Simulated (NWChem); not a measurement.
MgGeSiH6; SMILES [SiH3][Mg][GeH3]

```xyz
9

Mg     0.0420    -0.7324     0.0016
Si     0.1903    -3.3163     0.0066
H      1.5169    -3.8263    -0.4825
H     -0.8468    -3.9623    -0.8688
H      0.0007    -3.9093     1.3747
Ge    -0.1077     1.8584    -0.0029
H     -0.5849     2.4501    -1.3534
H     -1.0897     2.4249     1.0537
H      1.2437     2.5588     0.2878
```
Atoms are numbered in this order, from 1.

Computed with NWChem. Pople sets run with spherical d functions. All runs use the structure optimised with PBE0/def2-SVP. GIAO values for the isolated, static molecule; σ is the absolute isotropic shielding, δ = σ(reference) − σ with the isolated reference molecule computed at the same levels (1H: tetramethylsilane, 29Si: tetramethylsilane).

### Question
Predict the results for Hartree-Fock/6-31G*. Quantities: σ Mg1 (ppm); δ Si2 (ppm); δ H3 (ppm); σ Ge6 (ppm); δ H7 (ppm).

### Answer
The σ Mg1 (ppm) comes out as 456.4 and the δ Si2 (ppm) is -108.6. The δ H3 (ppm) comes out as 3.03. The σ Ge6 (ppm) comes out as 1996.6 and the δ H7 (ppm) is 2.91.
